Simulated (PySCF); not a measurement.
HZrN: bend–stretch map

Computed with PySCF, PBE0, basis Zr def2-TZVP with ECP28, N def2-TZVP, H def2-TZVP (scalar-relativistic core potentials, no spin–orbit coupling, density fitting).

Rigid scan from the singlet minimum (Zr–H 1.897 Å, Zr–N 1.691 Å; H–Zr–N 106.1°). Coordinate: rows scale both bonds, columns set the N–Zr–H angle. Energies in kJ/mol from the minimum.

Rows run from the largest first scale (top) to the smallest, columns from the smallest angle to the largest. Lower edges of the bins (kJ/mol): '0' 0.02, '1' 0.84, '2' 2.15, '3' 4.23, '4' 7.51, '5' 12.72, '6' 20.98, '7' 34.07, '8' 54.81, '9' 87.69; top 140.
```
8889999
7667899
5356889
4046889
5457899
7778999
```

(1) Give the energies on the grid of the scan.

## Answers

(1) 
```tsv
scale \ angle	90	105	120	135	150	165	180
0.94	47	36	47	72	104	130	140
0.97	20	8	17	41	71	96	106
1.00	12	0	8	29	58	82	91
1.03	20	7	14	34	60	83	92
1.06	40	28	33	52	76	97	105
1.10	82	70	74	91	113	132	140
```

The bond scale of lowest energy on the grid is 1.00 at 90°, 1.00 at 105°, 1.00 at 120°, 1.00 at 135°, 1.00 at 150°, 1.00 at 165°, 1.00 at 180°.

Other isomers or separated fragments may lie lower.
